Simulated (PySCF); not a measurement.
## A PySCF run on KSr

State: ²Σ⁺ (doublet), unpaired electrons σ ↑.

An equivalent input (the run itself took its basis sets from the Basis Set Exchange, started from a PBE0 density and held the occupation σ 9α 8β, πx 3α 3β, πy 3α 3β):

```python
from pyscf import gto, dft
mol = gto.M(atom='K 0 0 0; Sr 0 0 4.513', basis={'K': 'def2-SVPD', 'Sr': 'def2-SVPD'}, ecp={'Sr': 'def2-SVPD'},
            charge=0, spin=1, verbose=4, symmetry='C2v')
mf = dft.UKS(mol, xc='PBE0')
mf.grids.atom_grid = (80, 434)
mf.grids.prune = dft.gen_grid.treutler_prune
mf.irrep_nelec = {'A1': (9, 8), 'B1': (3, 3), 'B2': (3, 3)}
mf.conv_tol = 1e-9
mf.max_cycle = 60
mf.diis_space = 10
mf.kernel()
```

The log (some set-up lines and the per-cycle HOMO/LUMO lines removed):

```
******** <class 'pyscf.dft.uks_symm.SymAdaptedUKS'> ********
method = SymAdaptedUKS
damping factor = 0
level_shift factor = 0
DIIS = <class 'pyscf.scf.diis.CDIIS'>
diis_start_cycle = 1
diis_space = 10
diis_damp = 0
SCF conv_tol = 1e-09
SCF conv_tol_grad = None
SCF max_cycles = 60
number electrons alpha = 15  beta = 14
Set gradient conv threshold to 3.16228e-05
init E= -630.339170552388
cycle= 1 E= -630.337052388835  delta_E= 0.00212  |g|= 0.000831  |ddm|= 0.0238
cycle= 2 E= -630.337055021193  delta_E= -2.63e-06  |g|= 0.001  |ddm|= 0.00898
cycle= 3 E= -630.337056107161  delta_E= -1.09e-06  |g|= 0.000263  |ddm|= 0.00297
cycle= 4 E= -630.337056594538  delta_E= -4.87e-07  |g|= 8.75e-05  |ddm|= 0.00392
cycle= 5 E= -630.33705669882  delta_E= -1.04e-07  |g|= 4.57e-05  |ddm|= 0.00178
cycle= 6 E= -630.337056728128  delta_E= -2.93e-08  |g|= 1.32e-05  |ddm|= 0.00106
cycle= 7 E= -630.33705673082  delta_E= -2.69e-09  |g|= 4.2e-06  |ddm|= 0.000296
cycle= 8 E= -630.337056731079  delta_E= -2.59e-10  |g|= 1.61e-06  |ddm|= 9.83e-05
Extra cycle  E= -630.3370567311  delta_E= -2.07e-11  |g|= 9.13e-07  |ddm|= 1.38e-05
converged SCF energy = -630.3370567311  <S^2> = 0.76118124  2S+1 = 2.0111502
```

Repeating this along the bond gives Re = 4.495 Å and ωe = 58.1 cm⁻¹.

A point of this curve took 1.9 CPU seconds beside 0.19 for the integrals, on Oxide Virtual Turin-like (shared host).

Spin–orbit coupling is left out. The state was picked by a PBE0 search and need not be the measured ground state.
